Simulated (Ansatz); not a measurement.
Cost and result up the ladder for GaI3 (4 atoms). The state is a singlet with charge 0. Geometry: r2SCAN-D4/def2-SVP.

```xyz
4

Ga    0.000    0.000    0.000
I     2.264    0.941    0.337
I    -1.907    1.503   -0.480
I    -0.357   -2.445    0.143
```

Ansatz on 2 threads of Intel Xeon Platinum 8488C on a shared host. Times are rough, and most runs start from the orbitals of an earlier one. ωB97M-V/def2-TZVP serves as the yardstick here, not as an exact answer. Differences are given only for rows in sets of like size (and for xTB, whose basis is part of the method), since another set adds its own error. Binding counts from free atoms at the same level (Ga doublet, I doublet; other spins of the atoms weren't run), without zero-point energy or a counterpoise term.

In the def2 sets I takes a core potential; there is no spin–orbit coupling. HSE06 is defined as in plane-wave codes, on full-range PBE exchange. Correlated methods freeze 21 core orbitals; core or outer-core shells of Ga, I are correlated, in sets that lack core-valence functions.

Correlated methods converge slowly with the basis.

| level | functions | wall time | binding energy per atom (eV) | difference from ωB97M-V/def2-TZVP (eV) |
| --- | --- | --- | --- | --- |
| LDA (SPW92)/def2-TZVP | 198 | 1.5 s | 2.49 | 0.48 |
| PBE-D4/def2-SVP | 110 | 1.8 s | 2.16 | – |
| revPBE-D4/def2-TZVP | 198 | 2.4 s | 2.06 | 0.04 |
| BLYP-D4/def2-TZVP | 198 | 2.6 s | 1.99 | -0.02 |
| PBE-D4/def2-TZVP (with forces) | 198 | 3.5 s | 2.16 | 0.15 |
| r2SCAN-D4/def2-TZVP | 198 | 6 s | 2.15 | 0.14 |
| HF/def2-TZVP | 198 | 6.5 s | 1.46 | -0.55 |
| HSE06-D4/def2-TZVP | 198 | 7 s | 2.15 | 0.13 |
| CAM-B3LYP-D4/def2-TZVP | 198 | 7 s | 2.00 | -0.02 |
| r2SCAN0-D4/def2-TZVP | 198 | 7.5 s | 2.12 | 0.10 |
| r2SCANh-D4/def2-TZVP | 198 | 8.5 s | 2.14 | 0.12 |
| PBE-QIDH/def2-TZVP | 198 | 11 s | 2.19 | 0.17 |
| RPA@PBE/def2-TZVP | 198 | 11 s | 1.82 | -0.20 |
| ωB97M-V/def2-TZVP | 198 | 14 s | 2.02 | 0.00 |
